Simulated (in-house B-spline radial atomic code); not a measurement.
## Binding energies in Ni

NIST's tabulated ground configuration is [Ar] 3d8 4s2; each binding energy is the energy of the ion with one electron taken from that subshell, relaxed, less that of the parent. Method: Dirac-Kohn-Sham B3LYP, spherical fractional occupations, Fermi nucleus of rms radius 3.7757 fm. Calculated with a radial B-spline atomic code at the basis-set limit. Energies include first-order Breit, QED and recoil terms.

Caution: exact exchange at fractional occupations of open shells leaves self-interaction of up to several eV.

```
subshell  X-ray name  binding energy (eV)  -ε (eV)  relaxation (eV)
      1s           K               8386.6   8250.8           -148.4
      2s          L1                 1015    996.3            -19.8
   2p1/2          L2                892.4    868.5            -24.9
   2p3/2          L3                877.3    851.0            -27.0
      3s          M1                123.3    116.5             -7.0
   3p1/2          M2                 83.8    77.06            -6.85
   3p3/2          M3                82.29    74.81            -7.53
      3d        M4,5                17.44    10.25            -7.17
      4s          N1                 9.72     6.34            -3.38
```

Relaxation = -ε minus the binding energy without Breit, QED and recoil terms. With a density functional, K lines can miss by some tenths of a per cent, more in light atoms. For a density functional the relaxation so defined is negative, because -ε of a Kohn-Sham level is smaller than the binding energy.

Emission lines follow as differences of binding energies, with λ = 12398.42 eV·Å / E:

| line | holes | energy (eV) | wavelength (Å) |
| --- | --- | --- | --- |
| K-L3 | 1s → 2p3/2 | 7509.3 | 1.6511 |
| K-L2 | 1s → 2p1/2 | 7494.2 | 1.6544 |
| K-M3 | 1s → 3p3/2 | 8304.3 | 1.493 |
| L1-M3 | 2s → 3p3/2 | 932.7 | 13.293 |
| L3-M1 | 2p3/2 → 3s | 754.0 | 16.444 |

Q: What screening constant σ does Moseley's law, E = (3/4)·13.6057 eV·(Z - σ)², need for K-L3?

A: σ = 0.87.

Q: What does it cost to remove both a 3p1/2 and a 3d electron?

A: 118.99 eV, which is 17.75 eV more than the two single binding energies together.

Q: What does it cost to remove both a 2s and a 3p1/2 electron?

A: 1120.3 eV, which is 21.47 eV more than the two single binding energies together.

Q: What does it cost to remove both a 2s and a 2p1/2 electron?

A: 1963 eV, which is 55.64 eV more than the two single binding energies together.
